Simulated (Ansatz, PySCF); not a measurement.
This Ansatz (a first-principles code) input computes a CCSD(T)/cc-pVDZ energy:

Ansatz 0.2 input:
```yaml
crystal:
  periodic: [false, false, false]
  atoms:
    - {symbol: C, position_ang: [1.28908202, 0.05065326, -0.02399096]}
    - {symbol: C, position_ang: [0.04829639, -0.16914329, 0.32237893]}
    - {symbol: O, position_ang: [-1.03402321, 0.19774149, -0.43129402]}
    - {symbol: H, position_ang: [2.26967487, -0.13066286, 0.37328434]}
    - {symbol: H, position_ang: [-0.18180107, -0.67394422, 1.26367613]}
    - {symbol: H, position_ang: [-1.83995856, -0.06638461, 0.02306391]}
basis:
  gaussian:
    orbitals: cc-pVDZ
magnetization: {spin_polarized: true, initial_magnetization: 1}
correlation: {method: ccsd_t, electrons: outside_noble_gas}
```

### Question
Write an input for the same energy in PySCF and say what it gives.

### Answer

```python
from pyscf import gto, scf, mp, cc as ccmod

mol = gto.M(
    atom='''
    C     1.28908202    0.05065326   -0.02399096
    C     0.04829639   -0.16914329    0.32237893
    O    -1.03402321    0.19774149   -0.43129402
    H     2.26967487   -0.13066286    0.37328434
    H    -0.18180107   -0.67394422    1.26367613
    H    -1.83995856   -0.06638461    0.02306391
    ''',
    basis='cc-pvdz',
    charge=0,
    spin=1,
    verbose=4,
)

mf = scf.UHF(mol)
mf.conv_tol = 1e-10
mf.max_cycle = 100
mf.kernel()
mo, _, stable, _ = mf.stability(return_status=True)
if not stable:
    mf.kernel(mf.make_rdm1(mo, mf.mo_occ))
mp2 = mp.MP2(mf, frozen=3).run()
cc = ccmod.CCSD(mf, frozen=3)
cc.max_cycle = 100
cc.kernel()
et = cc.ccsd_t()
print(f'E(CCSD(T)) = {cc.e_tot + et:.9f}')
```
It gives -152.71817 Eh, and Ansatz -152.71817 Eh, a difference of 0.00 mEh.

It need not be the lowest isomer of its formula.
